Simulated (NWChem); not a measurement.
# C2H6OSi2; SMILES O=C1C[SiH2][SiH2]1

```xyz
11

O      0.5061    -2.2038     0.5257
C      0.2988    -1.1172     0.0618
C      1.3590    -0.0943    -0.3468
Si     0.4089     1.4966     0.1685
Si    -1.3537    -0.0321    -0.0753
H      2.3661    -0.3265     0.0329
H      1.3961    -0.0766    -1.4536
H      0.5786     2.6503    -0.7610
H      0.6915     1.9064     1.5755
H     -1.9201    -0.0692    -1.4600
H     -2.4285    -0.2674     0.9318
```
Atoms are numbered in this order, from 1.

Level: PBE0/def2-SVP (NWChem), optimised geometry, unscaled harmonic frequencies. 

Question: List the harmonic frequencies with IR intensities, and the thermochemistry.

Answer: 
```tsv
frequency (cm⁻¹)	IR intensity (km/mol)
88	2.6
256	5.3
334	3.2
361	8.3
406	0.9
426	0.7
501	6.3
569	4.8
605	9.4
620	5.6
646	68.3
702	27.4
716	40.0
802	27.2
904	129.7
927	72.7
989	32.5
1064	75.7
1101	5.7
1364	24.3
1858	267.4
2217	66.7
2238	73.2
2248	35.7
2254	129.4
3047	0.5
3150	0.7
```

```yaml
zero_point_energy: 43.4 kcal/mol
thermal correction to the enthalpy at 298.15 K (with zero-point energy): 48.2 kcal/mol
heat capacity Cv: 25.4 cal/(mol K)
entropy at 298.15 K and 1 atm (symmetry number 1): 80.0 cal/(mol K)
dipole_moment: 2.44 D
```

Rigid rotor and harmonic oscillator; modes under 100 cm⁻¹ make the entropy uncertain.
